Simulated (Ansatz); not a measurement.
CH4F3GaO, SMILES `C[OH+][Ga-]([F])([F])[F]` at its PBE0-D4/def2-TZVP geometry, where that method's forces vanish. Charge 0, multiplicity 1.

```xyz
10

C     0.8396    0.0505   -1.1651
O     0.6879    0.0301    0.2668
Ga   -1.1213   -0.2502    1.1094
F    -0.8144    0.9509    2.3522
F    -1.1549   -1.9353    1.5490
F    -2.1242    0.2277   -0.2459
H     1.8960    0.1614   -1.4069
H     0.2454    0.8527   -1.6017
H     0.4790   -0.9091   -1.5267
H     1.0669    0.8212    0.6687
```

(1) What forces (eV/Å) does B3LYP-D4/def2-TZVPP give on these atoms in Ansatz? (An estimate is asked.)

Answers

(1) Ansatz gave: 
```
C1   0.051 -0.034 -0.421
O2   0.052  0.049  0.257
Ga3  0.003 -0.011  0.017
F4   0.034  0.182  0.197
F5  -0.007 -0.268  0.070
F6  -0.163  0.072 -0.206
H7  -0.066 -0.002  0.009
H8   0.044 -0.051  0.023
H9   0.024  0.061  0.014
H10  0.028  0.002  0.040
```

B3LYP here is the variant with VWN-RPA as its local correlation; programs differ in this.
